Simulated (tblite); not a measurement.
Isomers of C7H8F2O. Computed with GFN2-xTB (tblite): harmonic, unscaled wavenumbers at the GFN2-xTB geometry, gas phase. This tight-binding method is rough: wavenumbers can miss measured ones by several per cent, in bad cases by 10 to 20. One conformer each.

Electronic energies: GFN2-xTB at the same geometries; isomer energies are rough at this level and their order can be wrong.

```
                      SMILES  electronic energy, lowest = 0 (kcal/mol)
  FC(F)O[C@@]12CC=C[C@@H]1C2                                       1.8
            FC(F)OCC1=CC=CC1                                       0.0
C=C[C@H]1C[C@@](F)(C(=O)F)C1                                      11.8
 C=C[C@@]1(C(=O)F)CC[C@@H]1F                                       9.0
```

Q: How do GFN2-xTB zero-point energies change the relative energies?

A: 
| SMILES | ZPE (kcal/mol) | of it from modes above 1550 cm⁻¹ | electronic (kcal/mol) | with ZPE, lowest = 0 (kcal/mol) | lowest mode (cm⁻¹) | rings |
| --- | --- | --- | --- | --- | --- | --- |
| FC(F)OCC1=CC=CC1 | 84.2 | 39.1 | 0.0 | 0.0 | 18 | 1 |
| FC(F)O[C@@]12CC=C[C@@H]1C2 | 85.0 | 37.2 | 1.8 | 2.6 | 40 | 2 |
| C=C[C@@]1(C(=O)F)CC[C@@H]1F | 84.3 | 39.9 | 9.0 | 9.2 | 39 | 1 |
| C=C[C@H]1C[C@@](F)(C(=O)F)C1 | 84.2 | 40.0 | 11.8 | 11.9 | 11i | 1 |

The zero-point energies span 0.8 kcal/mol, from `FC(F)OCC1=CC=CC1` to `FC(F)O[C@@]12CC=C[C@@H]1C2`. Slightly imaginary modes are left out of the zero-point energy: `C=C[C@H]1C[C@@](F)(C(=O)F)C1` 11.1i cm⁻¹. The order is unchanged.
